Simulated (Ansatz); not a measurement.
C$_{4}$H$_{8}$Si (`C=CC1C[SiH2]1`), relaxed with RKS PBE-D4/def2-SVP in Ansatz 0.2.0 from a rough embedded geometry. The force threshold is 0.03 eV/Å; the program also tests the step.

Charge 0, multiplicity 1.

Start:

```xyz
13

C     0.570    2.073    0.240
C    -0.232    1.114    0.548
C    -0.534    0.036   -0.360
C     0.580   -1.012   -0.756
Si   -0.751   -1.698    0.326
H     0.788    2.920    0.995
H     1.132    2.143   -0.680
H    -0.710    1.097    1.513
H    -1.284    0.230   -1.077
H     1.513   -0.868   -0.254
H     0.561   -1.316   -1.739
H    -1.498   -2.738   -0.432
H    -0.137   -1.981    1.677
```

Q: By how much does the energy fall, and how many steps does the optimiser take? (Estimate.)

A: Ansatz gave: 20.58 kcal/mol, in 14 steps.

Q: Which bonds change most? (An estimate is asked.)

A: The calculation gave: C4–H11 from 1.029 to 1.103 Å; C1–C2 from 1.287 to 1.350 Å; C1–H6 from 1.156 to 1.100 Å; C3–H9 from 1.056 to 1.106 Å.

Q: Give the relaxed structure. (Estimate.)

A: Ansatz gave: 
```xyz
13

C     0.766    1.774    0.628
C    -0.433    1.225    0.343
C    -0.691   -0.007   -0.437
C     0.458   -0.838   -1.031
Si   -0.402   -1.701    0.393
H     0.840    2.682    1.244
H     1.713    1.347    0.260
H    -1.341    1.711    0.742
H    -1.611    0.029   -1.049
H     1.482   -0.457   -0.881
H     0.298   -1.228   -2.050
H    -1.325   -2.840    0.100
H     0.247   -1.697    1.738
```
